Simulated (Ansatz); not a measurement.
C₃H₄F₄ (`FCCC(F)(F)F`). Charge 0, multiplicity 1.

Cartesian coordinates in Å:
```
F 1.262 1.479 1.460
C 0.240 0.627 1.096
C 0.473 0.180 -0.331
C -0.596 -0.754 -0.826
F -0.364 -1.134 -2.087
F -0.670 -1.868 -0.082
F -1.810 -0.183 -0.799
H 0.244 -0.222 1.784
H -0.704 1.167 1.195
H 1.431 -0.337 -0.412
H 0.494 1.045 -0.997
```

**Question.** What are the harmonic wavenumbers in cm⁻¹ at PBE0-D4/def2-TZVP (Ansatz, finite differences of forces, unscaled)? (Best estimate.)

**Answer.** The calculation gave: 82, 100, 167, 347, 364, 397, 543, 559, 673, 802, 868, 1024, 1081, 1092, 1195, 1195, 1273, 1276, 1330, 1372, 1445, 1475, 1518, 3071, 3093, 3120, 3152.

**Question.** Is this a minimum?

**Answer.** Yes, all 27 modes are real.

**Question.** Give the ideal-gas thermochemistry at 298.15 K and 1 bar (rigid rotor, harmonic oscillator; point group Cs, symmetry number 1).

**Answer.** Zero-point energy 195.1 kJ/mol; H(298) − E = 215.4 kJ/mol; entropy 348.5 J/(mol·K), of which translation 168.1, rotation 116.5, vibration 63.8; G(298) − E = 111.5 kJ/mol. Modes under 100 cm⁻¹ are hindered rotations or soft bends, so the harmonic entropy is rough.

**Question.** And at 400, 500, 600, 800 and 1000 K?

**Answer.** 
| T (K) | H − E (kJ/mol) | S (J/mol/K) | G − E (kJ/mol) |
| --- | --- | --- | --- |
| 400 | 227.2 | 382.4 | 74.3 |
| 500 | 241.0 | 413.2 | 34.5 |
| 600 | 256.7 | 441.7 | -8.3 |
| 800 | 292.1 | 492.4 | -101.8 |
| 1000 | 331.4 | 536.3 | -204.8 |

**Question.** Rotational constants (cm⁻¹)?

**Answer.** 0.1693, 0.04765, 0.04701.
